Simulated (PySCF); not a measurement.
Species: C6H11NOSi.
SMILES with atom numbers: `[O:1]=[C:2]=[N:3][SiH:4]1[CH2:5][CH2:6][CH2:7][CH2:8][CH2:9]1` (hydrogens: H10 on Si4; H11, H12 on C5; H13, H14 on C6; H15, H16 on C7; H17, H18 on C8; H19, H20 on C9)

The same species was optimised twice, with GFN2-xTB and with PBE0-D3(BJ)/def2-SVP (PySCF), and the same property calculations (PySCF, gas phase) were run on both structures.

```
   coordinate  GFN2-xTB  PBE0-D3(BJ)/def2-SVP  change
   Si4–C5 (Å)     1.896                 1.874  -0.022
   Si4–C9 (Å)     1.894                 1.874  -0.020
    O1=C2 (Å)     1.156                 1.170  +0.014
    C2=N3 (Å)     1.186                 1.195  +0.009
    C8–C9 (Å)     1.528                 1.535  +0.007
    C5–C6 (Å)     1.528                 1.535  +0.007
    C7–C8 (Å)     1.528                 1.530  +0.002
    C6–C7 (Å)     1.528                 1.530  +0.002
   N3–Si4 (Å)     1.729                 1.730  +0.001
C2–N3–Si4 (°)     153.8                 179.8   +26.0
 O1–C2–N3 (°)     175.4                 179.8    +4.4
N3–Si4–C9 (°)     107.4                 111.4    +4.0
N3–Si4–C5 (°)     109.1                 111.2    +2.1
 C5–C6–C7 (°)     112.6                 113.8    +1.2
 C7–C8–C9 (°)     112.8                 114.0    +1.2
 C6–C7–C8 (°)     113.5                 114.6    +1.1
Si4–C9–C8 (°)     110.1                 109.7    -0.4
```

Rotational constants: A = 3324, B = 701.3, C = 619.8 MHz (GFN2-xTB) against A = 3261, B = 688.0, C = 613.2 MHz (PBE0-D3(BJ)/def2-SVP).

On the GFN2-xTB structure: HOMO (eV) -7.73 [PBE0/pcSseg-1]; LUMO (eV) 0.69 [PBE0/pcSseg-1]; dipole (D) 2.96 [PBE0/pcSseg-1]; GIAO shielding of O1 (ppm) 199.2 [PBE0/pcSseg-1]; GIAO shielding of C2 (ppm) 57.4 [PBE0/pcSseg-1]; GIAO shielding of N3 (ppm) 222.8 [PBE0/pcSseg-1]; GIAO shielding of Si4 (ppm) 379.5 [PBE0/pcSseg-1]; GIAO shielding of C5/C9 (mean) (ppm) 169.1 [PBE0/pcSseg-1]; GIAO shielding of C6/C8 (mean) (ppm) 159.1 [PBE0/pcSseg-1]; GIAO shielding of C7 (ppm) 154.0 [PBE0/pcSseg-1].

Q: What do these properties become on the PBE0-D3(BJ)/def2-SVP structure?

A: 
```
                                    property          level  on GFN2-xTB  on PBE0-D3(BJ)/def2-SVP  change
                                   HOMO (eV)  PBE0/pcSseg-1        -7.73                    -7.78   -0.05
                                   LUMO (eV)  PBE0/pcSseg-1         0.69                     0.87   +0.18
                                  dipole (D)  PBE0/pcSseg-1         2.96                     3.10   +0.14
energy, GFN2-xTB geometry as zero (kcal/mol)  PBE0/pcSseg-1          0.0                     -2.4    -2.4
                  GIAO shielding of O1 (ppm)  PBE0/pcSseg-1        199.2                    196.1    -3.1
                  GIAO shielding of C2 (ppm)  PBE0/pcSseg-1         57.4                     57.6    +0.2
                  GIAO shielding of N3 (ppm)  PBE0/pcSseg-1        222.8                    221.8    -1.0
                 GIAO shielding of Si4 (ppm)  PBE0/pcSseg-1        379.5                    379.3    -0.2
        GIAO shielding of C5/C9 (mean) (ppm)  PBE0/pcSseg-1        169.1                    168.8    -0.3
        GIAO shielding of C6/C8 (mean) (ppm)  PBE0/pcSseg-1        159.1                    158.6    -0.5
                  GIAO shielding of C7 (ppm)  PBE0/pcSseg-1        154.0                    153.5    -0.5
```

The heavy atoms differ by 0.147 Å rms after alignment. Among bonds between heavy atoms Si4–C5 changes most (-0.022 Å). Changes are differences of the printed values. Neither structure is proved a minimum here.
